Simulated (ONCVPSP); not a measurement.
Transferability test, ONCV potential for lithium

ONCVPSP 4.0.1 input, shortened (lines: element, Z, core and valence counts, functional; n l f; lmax; l rc ep ncon nbas qcut; lloc lpopt rc5 dvloc0; l nproj debl; icmod fcfact rcfact), LDA (Perdew-Zunger), non-relativistic:

```
  Li 3.00    0    2        3      upf
    1    0    2.00
    2    0    1.00
    2
    0    1.25    0.00    4    8   10.40
    1    1.30    0.18    5    8    6.90
    2    1.35    0.09    4    7    7.40
    4    5    1.20    0.00
    0    2    1.90
    1    3    2.00
    2    2    0.80
    0    0.00    0.00
```

Energies are relative to the spin-unpolarised reference configuration 1s2 2s1; without spin polarisation the order of configurations can differ from experiment.

**Question.** Give the all-electron excitation energy and the error of the potential for: 1s2 2s0; 1s2 2s0.5; 1s2 2s0 2p1; 1s1 2s1.

**Answer.**

| valence configuration | charge | ΔE all-electron (eV) | error AE − PS (meV) |
| --- | --- | --- | --- |
| 1s2 2s0 | +1 | 5.239 | +0.3 |
| 1s2 2s0.5 | +0.5 | 2.044 | 0.0 |
| 1s2 2s0 2p1 | 0 | 1.753 | +0.5 |
| 1s1 2s1 | +1 | 67.372 | +985 |
